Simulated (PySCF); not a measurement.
C6H12, charge +1, doublet, geometry from GFN2-xTB (a state made from the parent by changing its charge; the spin is typed, not shown lowest). Base run: DF-PBE/STO-3G (PySCF).

The PySCF input:
```python
from pyscf import gto, scf, dft

mol = gto.Mole()
mol.atom = '''
    C    -0.67842356    1.14566580   -0.71500841
    C     0.72752875    1.22303846   -0.09487871
    C     1.41426761   -0.10742425   -0.14976745
    C     0.67842356   -1.14566580    0.71500841
    C    -0.72752875   -1.22303846    0.09487871
    C    -1.41426761    0.10742425    0.14976745
    H    -0.62464672    0.81515136   -1.75139328
    H    -1.17730116    2.11212942   -0.67533345
    H     1.26233163    1.96163156   -0.70888014
    H     0.67697377    1.60144391    0.92725319
    H     1.51121961   -0.46166252   -1.17719904
    H     2.42054828   -0.04330111    0.28820410
    H     1.17730116   -2.11212942    0.67533345
    H     0.62464672   -0.81515136    1.75139328
    H    -1.26233163   -1.96163156    0.70888014
    H    -0.67697377   -1.60144391   -0.92725319
    H    -1.51121961    0.46166252    1.17719904
    H    -2.42054828    0.04330111   -0.28820410
'''
mol.basis = 'sto-3g'
mol.charge = 1
mol.spin = 1
mol.verbose = 4
mol.build()

mf = dft.UKS(mol)
mf.xc = 'pbe'
mf = mf.density_fit(auxbasis='def2-universal-jkfit')
mf.kernel()
mf.analyze()
```

The base run was repeated with changes; each row names its change, and settings that it needs were set with it.

```tsv
change	basis functions	E (Eh)	HOMO (eV)	core-seconds (rough)
base	42	-232.43452	-12.04	20
basis = 6-31G	78	-235.14127	-12.45	30
basis = pcseg-0	78	[?]	[?]	30
basis = LANL2DZ	78	[?]	[?]	40
basis = def2-SV(P)	108	[?]	-12.62	40
basis = 6-31G*	108	-235.18764	-12.43	40
basis = def2-SVP	144	-235.01972	-12.57	40
basis = cc-pVDZ	144	-235.19746	-12.48	40
basis = pc-1	144	-235.14514	-12.62	40
basis = def2-SVPD	[?]	[?]	[?]	60
basis = 6-311+G(2d,p)	234	-235.25501	-12.53	90
basis = aug-cc-pVDZ	246	-235.21315	-12.49	100
basis = def2-TZVP	258	-235.27240	-12.51	90
```

Task: What belongs in the gaps?

Result: 
- basis = pcseg-0, E (Eh): -234.60033
- basis = pcseg-0, HOMO (eV): -12.81
- basis = LANL2DZ, E (Eh): -235.15936
- basis = LANL2DZ, HOMO (eV): -12.44
- basis = def2-SV(P), E (Eh): -234.99189
- basis = def2-SVPD, basis functions: 216
- basis = def2-SVPD, E (Eh): -235.03402
- basis = def2-SVPD, HOMO (eV): -12.56

Totals compare only among sets that treat the same electrons; sets with core potentials leave the core out.

Open shells are given as the SCF converged; they aren't shown to be the lowest states, and a large step between rows can be another state.
